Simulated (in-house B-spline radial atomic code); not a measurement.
Configurations of Ca⁴⁺, with energies counted from [Ne] 3s2 (3p1/2)2 (3p3/2)2. Level of theory: Dirac-Hartree-Fock, average of each configuration as written, Fermi nucleus of rms radius 3.4776 fm; calculated with a B-spline radial code for spherical atoms. Energies include first-order Breit, QED and recoil terms.

Occupations are held fixed; configurations that lie above the ionisation limit could autoionise.

```
                                   configuration  E - E(ref) (eV)  highest orbital  its <r> (bohr)
                      [Ne] 3s2 (3p1/2)1 (3p3/2)3         0.069197            3p3/2           1.168
             [Ne] 3s2 (3p1/2)1 (3p3/2)2 (5d3/2)1           69.161            5d3/2           5.801
                      [Ne] 3s2 (3p3/2)3 (7f5/2)1           79.315            7f5/2           13.23
                      [Ne] 3s1 (3p3/2)4 (5d3/2)1           93.978            5d3/2           5.797
             [Ne] 3s1 (3p1/2)2 (3p3/2)2 (7p1/2)1            99.33            7p1/2            11.2
[He] 2s2 (2p1/2)1 (2p3/2)4 3s2 (3p3/2)4 (5p3/2)1           402.23            5p3/2           4.918
```

Question: Order these further configurations by energy, lowest first.
A. [Ne] 3s2 (3p1/2)2 (3p3/2)1 (7g9/2)1
B. [He] 2s2 (2p1/2)1 (2p3/2)4 3s2 (3p3/2)4 (7f7/2)1
C. [Ne] 3s2 (3p3/2)4
D. [Ne] 3s1 (3p1/2)2 (3p3/2)2 (6d5/2)1
E. [Ne] 3s2 (3p3/2)3 (7d3/2)1

Answer: C (1.5668 eV), A (78.492 eV), E (78.61 eV), D (97.513 eV), B (415.36 eV).

Question: How far above the reference does [Ne] 3s1 (3p3/2)4 (7d3/2)1 lie?

Answer: 102.21 eV; its least bound orbital is 7d3/2 with <r> = 12.55 bohr.

Question: How far above the reference does [Ne] 3s2 (3p1/2)1 (3p3/2)2 6s1 lie?

Answer: 71.09 eV; its least bound orbital is 6s1/2 with <r> = 7.287 bohr.
